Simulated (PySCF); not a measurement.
HfI2, SMILES [I][Hf][I], multiplicity 1.

Geometry: B3LYP-D3(BJ)/def2-SVP. The spin state was assumed, not searched. The def2 effective core potentials stand for the cores of Hf, I; spin–orbit coupling is left out.

Computed with TDDFT-B3LYP/def2-SVPD run with PySCF.

Vertical excitations; the highest root listed may be one member of a degenerate set. The molecule is in vacuum. State labels are in the subgroup D2h.

```json
[
 {"state": "S1", "symmetry": "B1g", "energy (eV)": "1.31", "λ (nm)": "945", "f": "0.000", "main pairs": "HOMO→LUMO (degenerate set)"},
 {"state": "S2", "symmetry": "Ag", "energy (eV)": "1.31", "λ (nm)": "945", "f": "0.000", "main pairs": "HOMO→LUMO+1 (degenerate set)"},
 {"state": "S3", "symmetry": "B2g", "energy (eV)": "1.54", "λ (nm)": "806", "f": "0.000", "main pairs": "HOMO→LUMO+2 (degenerate set)"},
 {"state": "S4", "symmetry": "B3g", "energy (eV)": "1.54", "λ (nm)": "806", "f": "0.000", "main pairs": "HOMO→LUMO+3 (degenerate set)"},
 {"state": "S5", "symmetry": "B2u", "energy (eV)": "3.45", "λ (nm)": "359", "f": "0.000", "main pairs": "HOMO−1→LUMO+1, HOMO−2→LUMO (degenerate set)"},
 {"state": "S6", "symmetry": "B3u", "energy (eV)": "3.45", "λ (nm)": "359", "f": "0.000", "main pairs": "HOMO−2→LUMO+1, HOMO−1→LUMO (degenerate set)"},
 {"state": "S7", "symmetry": "B3u", "energy (eV)": "3.49", "λ (nm)": "356", "f": "0.001", "main pairs": "HOMO−1→LUMO, HOMO−2→LUMO+1 (degenerate set)"},
 {"state": "S8", "symmetry": "B2u", "energy (eV)": "3.49", "λ (nm)": "356", "f": "0.001", "main pairs": "HOMO−2→LUMO, HOMO−1→LUMO+1 (degenerate set)"},
 {"state": "S9", "symmetry": "B3g", "energy (eV)": "3.66", "λ (nm)": "339", "f": "0.000", "main pairs": "HOMO−4→LUMO, HOMO−3→LUMO+1 (degenerate set)"},
 {"state": "S10", "symmetry": "B2g", "energy (eV)": "3.66", "λ (nm)": "339", "f": "0.000", "main pairs": "HOMO−3→LUMO, HOMO−4→LUMO+1 (degenerate set)"},
 {"state": "T1", "symmetry": "B1g", "energy (eV)": "0.08", "λ (nm)": "15945", "f": "0", "main pairs": "HOMO→LUMO (degenerate set)"},
 {"state": "T2", "symmetry": "Ag", "energy (eV)": "0.08", "λ (nm)": "15917", "f": "0", "main pairs": "HOMO→LUMO+1 (degenerate set)"},
 {"state": "T3", "symmetry": "B2g", "energy (eV)": "1.24", "λ (nm)": "997", "f": "0", "main pairs": "HOMO→LUMO+2 (degenerate set)"},
 {"state": "T4", "symmetry": "B3g", "energy (eV)": "1.24", "λ (nm)": "997", "f": "0", "main pairs": "HOMO→LUMO+3 (degenerate set)"}
]
```
Triplets are in the Tamm–Dancoff approximation, which puts them higher than full response would, so one can lie above its singlet here.
